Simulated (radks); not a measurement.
These are the eigenvalues of the occupied orbitals of an atom or ion with whole-number occupations (eV). Calculated with a radial shooting solver on a logarithmic mesh with Libxc functionals: scalar-relativistic Kohn-Sham, PBE, spin-polarised, spherical densities, finite nucleus; Fermi nuclear charge, rms radius of each element as measured or else 0.836 A^(1/3) + 0.57 fm.

| orbital | eigenvalue |
|---|---|
| 1s up | -12542.21 |
| 1s down | -12542.14 |
| 2s up | -1643.912 |
| 2s down | -1643.878 |
| 2p up | -1450.430 |
| 2p down | -1450.365 |
| 3s up | -249.9685 |
| 3s down | -249.8683 |
| 3p up | -189.4319 |
| 3p down | -189.3152 |
| 3d up | -89.4912 |
| 3d down | -89.3227 |
| 4s up | -49.9224 |
| 4s down | -48.6010 |
| 4p up | -37.0243 |

Which element is it, and in what charge state? The configuration may be excited. Open shells, if any, are filled with parallel spins first.

Answer. Z = 34, selenium, charge +3: Se3+ in [Ar] 3d10 4s2 4p1. The list shows which subshells hold electrons but not how many an open one holds; the 1s level, -460.92 hartree, gives Z - s = 30.4 by -(Z - s)^2/2, which with screening and relativity narrows Z to a few neighbours, and the depths of the outer levels then fix element, charge and occupations together.
